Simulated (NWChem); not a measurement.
Molecule: TiH4O2; SMILES [OH][TiH2][OH]

```xyz
7

Ti     0.0000     0.0000    -0.4098
O      1.5150    -0.0006     0.4740
H      2.0645    -0.0009     1.2660
O     -1.5150     0.0006     0.4740
H     -2.0645     0.0009     1.2660
H     -0.0006    -1.3773    -1.4192
H      0.0006     1.3773    -1.4192
```
Atoms are numbered in this order, from 1.

Results from NWChem. Pople sets run with spherical d functions. Structure relaxed at the B3LYP/6-31G* (spherical d) level. GIAO values for the isolated, static molecule; σ is the absolute isotropic shielding, δ = σ(reference) − σ with the isolated reference molecule computed at the same levels (1H: tetramethylsilane, 17O: water).

For level LDA (Slater exchange, VWN5)/pcSseg-1:

```yaml
"σ Ti1 (ppm)": -1162.7
"δ O2 (ppm)": 360.1
"δ H3 (ppm)": 6.66
"δ H6 (ppm)": 6.35
```

Q: What are these values for level B3LYP/6-31G*?

A: The σ Ti1 (ppm) is -690.7. The δ O2 (ppm) comes out as 287.6, the δ H3 (ppm) is 5.59 and the δ H6 (ppm) comes out as 6.82.
